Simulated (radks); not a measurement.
Values are calculated unless marked as measured or tabulated.
Problem. These are the eigenvalues of the occupied orbitals of an atom or ion with whole-number occupations (eV). Level of theory: scalar-relativistic Kohn-Sham, BLYP, spin-polarised, spherical densities, finite nucleus; Fermi nuclear charge, rms radius of each element as measured or else 0.836 A^(1/3) + 0.57 fm (a radial shooting solver on a logarithmic mesh with Libxc functionals).

1s: -85618.35
2s: -15269.79
2p: -13143.11
3s: -3666.992
3p: -3054.580
3d: -2418.564
4s: -840.9178
4p: -640.0780
4d: -404.2679
5s: -160.2046
4f: -143.3171
5p: -105.3195
5d: -44.1679

Which element is it, and in what charge state? The configuration may be excited. Open shells, if any, are filled with parallel spins first.

Solution. Z = 81, thallium, charge +3: Tl3+ in [Xe] 4f14 5d10. The list shows which subshells hold electrons but not how many an open one holds; the 1s level, -3146.4 hartree, gives Z - s = 79.3 by -(Z - s)^2/2, which with screening and relativity narrows Z to a few neighbours, and the depths of the outer levels then fix element, charge and occupations together.
